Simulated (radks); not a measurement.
Zr17+, 23 electrons, occupied as [Ar] 3d5.

All-electron calculation, scalar-relativistic Kohn-Sham, r2SCAN, spin-polarised, spherical densities, finite nucleus; open shells are filled with parallel spins first (spin-orbit coupling, left out, can overturn this in heavy ions); meta-GGA in the generalised Kohn-Sham scheme; Fermi nuclear charge, rms radius 4.2694 fm. Program: a radial shooting solver on a logarithmic mesh with Libxc functionals.

Energy parts (Ry):
| part | energy |
|---|---|
| total | -6911.48456 |
| kinetic | 7115.77821 |
| electron-nucleus | -15723.61005 |
| Hartree | 1890.97190 |
| exchange-correlation | -194.62462 |

Orbitals (lengths in bohr, moments of r in powers of bohr; r(90%) holds 90 % of the orbital's charge):
orbital,occ.,eigenvalue (Ry),r(90%),<r^4>,<1/r>
1s up,1,-1353.380,0.0664,8.895e-06,41.25
1s down,1,-1353.380,0.0664,8.893e-06,41.25
2s up,1,-223.0612,0.250,0.001648,9.283
2s down,1,-222.0872,0.249,0.001628,9.313
2p up,3,-203.1468,0.230,0.001184,9.025
2p down,3,-202.4265,0.229,0.001165,9.051
3s up,1,-65.72925,0.631,0.06715,3.371
3s down,1,-64.56624,0.635,0.06914,3.333
3p up,3,-59.16196,0.637,0.06909,3.234
3p down,3,-57.94312,0.643,0.07158,3.196
3d up,5,-49.03070,0.616,0.05917,3.046
3d down,0,-47.56972,0.625,0.06271,3.018
4s up,0,-28.91664,1.28,1.156,1.579
4s down,0,-28.27302,1.29,1.217,1.564
4p up,0,-26.54884,1.32,1.325,1.507
4p down,0,-25.90079,1.35,1.413,1.488

The highest occupied level is 3d up at -667.10 eV. The spin density at the nucleus is -4.58 e/bohr^3 (1s -0.09, 2s -24.18, 3s 19.68). For comparison, the ionisation energy in NIST's Atomic Spectra Database is 690 eV (theoretical). In exact Kohn-Sham theory the highest level is minus the ionisation energy, but local and semilocal functionals leave it too shallow, through self-interaction and a potential that decays too fast; potentials with the right tail come closer. The electron density at the nucleus is 7.606e+04 e/bohr^3 (large components only). Summed over all electrons, <r^2> = 2.828 bohr^2, which gives a Langevin (diamagnetic) susceptibility term of -2.24 x 10^-6 cm^3/mol.
